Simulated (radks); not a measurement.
The fluorine ion F+ inside a hard spherical wall (all orbitals vanish at R), configuration held at [He] 2s2 2p4 and not refilled when levels cross. Method: scalar-relativistic Kohn-Sham, LDA (Slater exchange, Perdew-Wang correlation), spin-polarised, spherical densities, point nucleus; open shells are filled with parallel spins first; computed with a radial shooting solver on a logarithmic mesh with Libxc functionals. Eigenvalues in eV for spin up, with the zero of energy where the potential of the charges vanishes at infinity; a dash marks a level that is unbound or too diffuse for the functional's potential to be trusted. A positive occupied level is held by the wall or, in an anion where self-interaction has pushed it up, behind a barrier. The pressure on the wall is -dE/dV.

R (bohr)	E (hartree)	kinetic (hartree)	e(1s)	e(2s)	e(2p)	e(3s, empty)	e(3p, empty)	pressure (GPa)
free	-98.54013	98.331	-680.13	-48.588	-30.009	-6.449	-3.883	0
15	-98.54013	98.331	-680.13	-48.588	-30.009	-6.449	-3.880	< 0.0001
12	-98.54013	98.331	-680.13	-48.588	-30.009	-6.447	-3.856	< 0.0001
10	-98.54013	98.331	-680.13	-48.588	-30.009	-6.432	-3.768	< 0.0001
8	-98.54013	98.331	-680.13	-48.588	-30.009	-6.320	-3.424	< 0.0001
7	-98.54012	98.331	-680.13	-48.588	-30.009	-6.106	-2.961	0.000192
6	-98.54010	98.331	-680.12	-48.586	-30.007	-5.546	-1.990	0.00382
5	-98.53981	98.335	-680.10	-48.568	-29.988	-4.034	0.191	0.0795
3	-98.47520	98.784	-677.67	-47.042	-28.235	15.793	21.909	45.2
2.5	-98.29060	99.769	-673.27	-44.191	-24.980	37.131	42.385	254
1.5	-94.35743	112.891	-631.66	-7.703	11.747	219.85	198.06	13000
